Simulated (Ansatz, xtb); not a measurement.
Two isomers of C4H10AlNO

Structure I is `C=[CH][Al]([NH]C)[O]C`, a singlet and structure II is `C[C@@H]1C=[CH][Al@H-]([NH3+])[O]1`, a singlet. Both are isolated molecules in the gas phase, relaxed with B3LYP-D3(BJ)/def2-SVP; each stands in its lowest conformer found.

I (Å):

```yaml
atoms:
  - { symbol: C, position_ang: [-1.1670, -3.0261, 0.2578] }
  - { symbol: C, position_ang: [-0.5773, -2.0868, -0.5024] }
  - { symbol: C, position_ang: [0.8399, 0.9184, -2.2602] }
  - { symbol: C, position_ang: [-2.0207, 1.2937, 2.0761] }
  - { symbol: Al, position_ang: [-0.7105, -0.2040, -0.0676] }
  - { symbol: N, position_ang: [0.0510, 1.0687, -1.0508] }
  - { symbol: O, position_ang: [-1.6040, 0.2029, 1.3217] }
  - { symbol: H, position_ang: [-1.1053, -4.0988, 0.0306] }
  - { symbol: H, position_ang: [-1.7458, -2.7641, 1.1518] }
  - { symbol: H, position_ang: [-0.0190, -2.4461, -1.3792] }
  - { symbol: H, position_ang: [-0.0444, 2.0449, -0.7817] }
  - { symbol: H, position_ang: [0.9281, -0.1471, -2.5283] }
  - { symbol: H, position_ang: [0.3912, 1.4291, -3.1344] }
  - { symbol: H, position_ang: [1.8722, 1.3047, -2.1527] }
  - { symbol: H, position_ang: [-3.1238, 1.3185, 2.1592] }
  - { symbol: H, position_ang: [-1.6177, 1.2412, 3.1055] }
  - { symbol: H, position_ang: [-1.7030, 2.2670, 1.6498] }
```

II (Å):

```tsv
atom	x (Å)	y (Å)	z (Å)
C	0.0053	1.6054	-0.7275
C	-0.4682	1.2839	0.6939
C	0.4248	0.2407	1.3573
C	-0.1132	-0.9024	1.8321
Al	-2.0258	-0.7131	1.4471
N	-2.3705	-1.7641	-0.3087
O	-1.8105	0.8616	0.6769
H	-0.0178	0.6942	-1.3495
H	1.0351	1.9986	-0.7342
H	-0.6600	2.3540	-1.1840
H	-0.3831	2.2207	1.2885
H	1.4963	0.4875	1.4196
H	0.5500	-1.6288	2.3144
H	-3.3288	-1.0738	2.2842
H	-2.6228	-1.0284	-0.9760
H	-1.4973	-2.1810	-0.6411
H	-3.0996	-2.4805	-0.3234
```

Question: Which of the two would you expect CCSD(T)/def2-SVP + ΔMP2/def2-TZVPP electronic energies to favour?

Answer: Structure II; the calculation gives E(II) − E(I) = −8.6 kcal/mol.

The same difference at several levels:

```csv
level,geometry,E(II) − E(I) (kcal/mol),departure from the last row (kcal/mol),"job, with rough time for the two"
B3LYP-D3(BJ)/def2-SVP,B3LYP-D3(BJ)/def2-SVP,−9.1,−0.5,"optimisation, 2.8 min"
HF/def2-SVP,B3LYP-D3(BJ)/def2-SVP,−4.1,+4.5,part of the CCSD(T) run
MP2/def2-SVP,B3LYP-D3(BJ)/def2-SVP,−13.7,−5.1,part of the CCSD(T) run
CCSD(T)/def2-SVP,B3LYP-D3(BJ)/def2-SVP,−12.1,−3.5,single point
CCSD(T)/def2-SVP + ΔMP2/def2-TZVPP,B3LYP-D3(BJ)/def2-SVP,−8.6,,"single point, 93 s"
```

As drawn, II has 2 C–C, 1 Al–H, 2 N–H in place of 1 C–N, 3 C–H. Structure I has no ring, II a 5-membered ring.

The levels shown agree on the order. The largest departure from CCSD(T)/def2-SVP + ΔMP2/def2-TZVPP is that of MP2/def2-SVP, 5.1 kcal/mol. A small imaginary or near-zero mode remains, so no thermal terms are given. Levels run at GFN2-xTB geometries aren't shown. The last row adds to CCSD(T) the change of the MP2 difference between the two basis sets, here +3.5 kcal/mol, a large step that makes the value less sure.

The correlated steps freeze 11 core orbitals. Run with Ansatz 0.2.0, xtb 6.7.1; the last row on 4 threads of Arm Neoverse V1 on a shared host.
